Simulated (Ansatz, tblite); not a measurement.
Spin states of the cluster Ga₂P₂⁻, each relaxed with r2SCAN-D4/def2-SVPD in Ansatz. Electronic energies in the gas phase.

The xTB rows come from tblite. B3LYP takes the VWN-RPA correlation. The structure comes from a short search, and lower isomers may exist.

Doublet geometry (D2h within 0.1 Å):

Cartesian coordinates in Å:
```
Ga 0.096 0.232 -1.359
Ga -0.096 -0.232 1.358
P 1.843 -0.229 0.091
P -1.843 0.229 -0.091
```

Quartet geometry (C2v within 0.1 Å):

```xyz
4

Ga    1.184   -0.673    0.092
Ga   -1.292    0.211   -0.389
P    -0.549   -0.619    1.690
P     0.657    1.082   -1.393
```

⟨S²⟩: doublet 0.79 at PBE0-D4/def2-TZVPD (pure 0.75), quartet 3.79 at PBE0-D4/def2-TZVPD (pure 3.75).

Run but left out: HF/STO-3G, HF/def2-SVPD, HF/def2-TZVPD, PBE-QIDH/def2-TZVPD, MP2/def2-SVPD, MP2/def2-TZVPD, CCSD/def2-SVPD, CCSD(T)/def2-SVPD (doublet: ⟨S²⟩ 1.29 to 3.31, where a pure state has 0.75).

Only these spin states were relaxed.

```
               level  quartet − doublet (kJ/mol)  lowest of these                    remarks
            GFN1-xTB                       101.8          doublet                          –
            GFN2-xTB                        68.7          doublet                          –
   PBE-D4/def2-TZVPD                       101.1          doublet  HOMO above zero (quartet)
r2SCAN-D4/def2-TZVPD                        89.1          doublet  HOMO above zero (quartet)
 B3LYP-D4/def2-TZVPD                       103.4          doublet                          –
  PBE0-D4/def2-TZVPD                        89.5          doublet                          –
```

Change of the quartet − doublet gap on mixing in exact exchange, in kJ/mol: PBE to PBE0 (25 % exact exchange) -11.6.

The xTB methods have no spin-polarisation term.
